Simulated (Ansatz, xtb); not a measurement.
# Relative energy of two isomers of CH4BISi

Structure X: `B/C=[SiH]/I`, a singlet. Structure Y: `BC[Si]I`, a singlet. Both are isolated molecules in the gas phase, relaxed with B3LYP-D3(BJ)/def2-SVP; the shapes shown needn't be the lowest conformers.

X (Å):

```xyz
8

C    -2.2008   -0.5251   -0.9654
B    -3.0401   -0.0111   -2.1162
I    -1.7221   -0.4973    2.7198
Si   -2.7337    0.0442    0.5725
H    -3.8922    0.9440    0.7581
H    -2.8008   -0.3210   -3.2600
H    -3.9781    0.7284   -1.9048
H    -1.3405   -1.1918   -1.0685
```

Y (Å):

```json
{"atom": "C", "x (Å)": "-0.4276", "y (Å)": "1.5952", "z (Å)": "0.0607"}
{"atom": "B", "x (Å)": "-0.7741", "y (Å)": "1.2906", "z (Å)": "1.5372"}
{"atom": "I", "x (Å)": "-1.3611", "y (Å)": "-1.7341", "z (Å)": "-0.2738"}
{"atom": "Si", "x (Å)": "0.3490", "y (Å)": "0.0516", "z (Å)": "-0.7928"}
{"atom": "H", "x (Å)": "0.0900", "y (Å)": "1.3326", "z (Å)": "2.3816"}
{"atom": "H", "x (Å)": "-1.8856", "y (Å)": "0.9587", "z (Å)": "1.8576"}
{"atom": "H", "x (Å)": "0.3499", "y (Å)": "2.3651", "z (Å)": "-0.0828"}
{"atom": "H", "x (Å)": "-1.3142", "y (Å)": "1.8175", "z (Å)": "-0.5643"}
```

Problem. Which of the two would you expect CCSD(T)/def2-SVP + ΔMP2/def2-TZVPP electronic energies to favour?

Solution. Too close to call at this level: CCSD(T)/def2-SVP + ΔMP2/def2-TZVPP gives E(Y) − E(X) = −0.06 kcal/mol.

How the difference moves with the method:

```
                             level               geometry  E(Y) − E(X) (kcal/mol)  departure from the last row (kcal/mol)  job, with rough time for the two
                          GFN2-xTB               GFN2-xTB                     −1.15                                   −1.10              optimisation, 0.67 s
                         HF/STO-3G               GFN2-xTB                    −30.42                                  −30.37               single point, 3.3 s
                r2SCAN-D4/def2-SVP               GFN2-xTB                     −1.57                                   −1.52               single point, 8.7 s
             B3LYP-D3(BJ)/def2-SVP  B3LYP-D3(BJ)/def2-SVP                     −0.92                                   −0.87             optimisation, 4.1 min
                       HF/def2-SVP  B3LYP-D3(BJ)/def2-SVP                     −2.89                                   −2.84           part of the CCSD(T) run
                      MP2/def2-SVP  B3LYP-D3(BJ)/def2-SVP                     +2.40                                   +2.46           part of the CCSD(T) run
                  CCSD(T)/def2-SVP  B3LYP-D3(BJ)/def2-SVP                     −1.02                                   −0.96                      single point
CCSD(T)/def2-SVP + ΔMP2/def2-TZVPP  B3LYP-D3(BJ)/def2-SVP                     −0.06                                                        single point, 80 s
```

As drawn, Y has 1 C–Si, 1 C–H in place of 1 C=Si, 1 Si–H.

The largest departure from CCSD(T)/def2-SVP + ΔMP2/def2-TZVPP is that of HF/STO-3G, 30.37 kcal/mol. The last row adds to CCSD(T) the change of the MP2 difference between the two basis sets, here +0.96 kcal/mol.

With harmonic frequencies from B3LYP-D3(BJ)/def2-SVP (ideal gas, rigid rotor, one conformer each, 600 K, 1 atm): on the last row, ΔE + ΔZPE = +1.15 kcal/mol. A mode under 50 cm⁻¹ makes harmonic enthalpies and free energies unreliable, so none is given.

The correlated steps freeze 11 core orbitals; the filled d shell of I is correlated, in a basis made for valence electrons. Atoms past krypton carry core potentials in the def2 sets, other sets are all-electron and non-relativistic, and no spin–orbit term is included. Codes used: Ansatz 0.2.0, xtb 6.7.1; the last row on 1 thread of Intel(R) Xeon(R) Processor @ 2.50GHz (Skylake/Cascade Lake) on a shared host.
